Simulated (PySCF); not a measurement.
C3H11ClSi2, SMILES CC[Si@@H]([SiH2]C)Cl.

The structure is a stationary point at B3LYP-D3(BJ)/def2-SVP. The structure was generated by enumeration; whether it is a known compound was not checked. Other conformers were not sampled.

Two levels are set side by side: PBE/def2-TZVP (PySCF) and B3LYP/def2-TZVP (PySCF). Same geometry, gas phase. Differences are taken from unrounded values.

```tsv
quantity	PBE
orbital gap (eV)	5.35
highest occupied level (eV)	-6.48
lowest empty level (eV)	-1.13
dipole moment (D)	1.43
```

Question: These are the PBE values. What does B3LYP give? (The exact figures need the calculation; the answer reports its results.)

Answer: 
```json
[
 {"quantity": "orbital gap (eV)", "B3LYP": "6.99", "PBE minus B3LYP": "-1.63"},
 {"quantity": "highest occupied level (eV)", "B3LYP": "-7.45", "PBE minus B3LYP": "0.97"},
 {"quantity": "lowest empty level (eV)", "B3LYP": "-0.46", "PBE minus B3LYP": "-0.66"},
 {"quantity": "dipole moment (D)", "B3LYP": "1.53", "PBE minus B3LYP": "-0.10"}
]
```

PBE's occupied levels lie high since its potential decays too fast outside the molecule; exact exchange lowers them and widens the gap. Differences between two approximate levels are no errors against the true value.

Rough cost on one machine, each run with all the roots and properties that it gave: B3LYP against PBE within a factor of 2.
